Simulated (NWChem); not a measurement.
Molecule: CH$_{2}$NS, doublet; SMILES [C](=S)N

```xyz
5

N      0.1480     1.5855     0.0000
C     -0.4264     0.4052     0.0000
S      0.0394    -1.1217     0.0000
H      1.1623     1.7022     0.0000
H     -0.4109     2.4310     0.0000
```
Atoms are numbered in this order, from 1.

Program: NWChem. Pople sets run with spherical d functions. Spin-unrestricted. In the optimisation the excess spin sits in a' (Cs, its own frame). Geometry: optimised at PBE0/def2-SVP, spin-unrestricted. No stability test was run on the SCF state. Level: B3LYP/6-31G* with SMD (1 M gas to 1 M solution), gas-phase geometry. Reactions with the solvent are ignored.

**Question.** Order these by “solvation free energy (kcal/mol)”, lowest first: N,N-dimethylformamide; 1,4-dioxane; benzene; chlorobenzene.

**Answer.** N,N-dimethylformamide (-7.4), chlorobenzene (-6.8), benzene (-4.6), 1,4-dioxane (-3.4)
